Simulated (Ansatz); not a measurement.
Ideal-gas functions of H6SiSn (`[SiH3][SnH3]`) at 400 K and 1 bar, from an Ansatz frequency run at PBE0-D4/def2-TZVP.

Molar mass 152.84 g/mol, point group C3v (symmetry number 3), electronic degeneracy 1, moments of inertia 13.599, 179.365, 179.366 u Å². Harmonic wavenumbers (cm⁻¹, unscaled): 90, 310, 319, 319, 536, 536, 670, 733, 733, 864, 939, 939, 1938, 1941, 1941, 2217, 2232, 2232.

Use S(trans) = R[1.5 ln M + 2.5 ln T − 1.1517]; rotational temperatures θ = 24.2544 K / I; S(rot) = R[ln(√π/σ · √(T³/θAθBθC)) + 1.5]; for each mode x = 1.438777 ν̃/T, S = R[x/(eˣ − 1) − ln(1 − e⁻ˣ)] and H = RT x/(eˣ − 1); 1 cm⁻¹ = 0.0119627 kJ/mol; R = 8.31446 J/(mol·K).

Problem. By hand: the entropy, in J/(mol·K).

Solution. Translation 177.7. Rotation: θ = 1.7835, 0.1352, 0.1352 K, giving 97.1. Vibration, mode by mode: 17.73, 7.83, 7.61, 7.61, 4.04, 4.04, 2.76, 2.31, 2.31, 1.59, 1.28, 1.28, 0.06, 0.06, 0.06, 0.03, 0.02, 0.02, in all 60.6. Electronic 0.0. Sum 335.4 J/(mol·K).

Problem. By hand: H − E and G − E in kJ/mol, counted from the electronic energy.

Solution. Zero-point energy ½ × 19489 × 0.0119627 = 116.6; thermal vibration 13.9; translation, rotation and pV give 4 RT = 13.3. H − E = 143.8 kJ/mol, and G − E = 143.8 − 400 × 335.4/1000 = 9.6 kJ/mol.

Vibration gives 18 % of the entropy, 17.7 J/(mol·K) of it from the mode under 150 cm⁻¹: soft modes count most, and the harmonic formula is weakest for them.
